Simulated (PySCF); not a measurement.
# Computed properties of C3H13NSi2, SMILES CCC(N)([SiH3])[SiH3]

C₃H₁₃NSi₂, SMILES [SiH3]C(N)(CC)[SiH3]. Geometry: PBE0-D3(BJ)/def2-SVP. The structure was generated by enumeration, and PubChem lists no compound with its InChIKey, so it may never have been made. The values are those of a single conformer. All values are computed for the isolated molecule unless a solvent is named; none is compared with measurement here.

**Structure.** All 51 harmonic modes at PBE0-D3(BJ)/def2-SVP (PySCF) are real, so it is a minimum. With heavy atoms numbered as in [CH3:1][CH2:2][C:3]([NH2:4])([SiH3:5])[SiH3:6], the shortest bond between them is C3–N4 at 1.472 Å and the longest C3–Si5 at 1.913 Å.

**Vibrations.** The strongest infrared lines (harmonic, unscaled, degenerate partners summed) lie at 903 cm⁻¹ (313 km/mol, H 83 %, Si 11 %), 2227 cm⁻¹ (174 km/mol, H 96 %), 824 cm⁻¹ (141 km/mol, H 62 %, C 24 %, N 9 %). The softest mode is at 85 cm⁻¹ and the zero-point energy is 94.6 kcal/mol.

**Electronic structure.** r2SCAN/def2-TZVP (PySCF) places the frontier levels at -5.60 and -0.16 eV, a gap of 5.44 eV, and gives a dipole moment of 0.91 D. PBE/def2-TZVP (PySCF) at the same geometry gives -5.37 and -0.57 eV, so its gap is 0.64 eV narrower. An orbital gap is neither the optical nor the fundamental gap.

**Excitations.** TDA-ωB97X/def2-SVPD (PySCF) has S1 at 6.19 eV (200 nm, f = 0.004, weak); the most intense of the 6 singlets computed lies at 7.27 eV (f = 0.12). T1 (TDA) is at 5.99 eV, 0.20 eV under S1. TDA-PBE/def2-SVPD (PySCF) puts S1 at 4.86 eV. No vertical singlet excitation falls in the visible range (under 3.1 eV).

**NMR.** GIAO shifts at KT2/pcSseg-1 (PySCF) (non-relativistic, atoms alike by connectivity averaged): ¹³C from 14.4 to 37.0 ppm against TMS; ¹H from 1.1 to 4.2 ppm against TMS; ²⁹Si at -60.1 ppm against TMS.
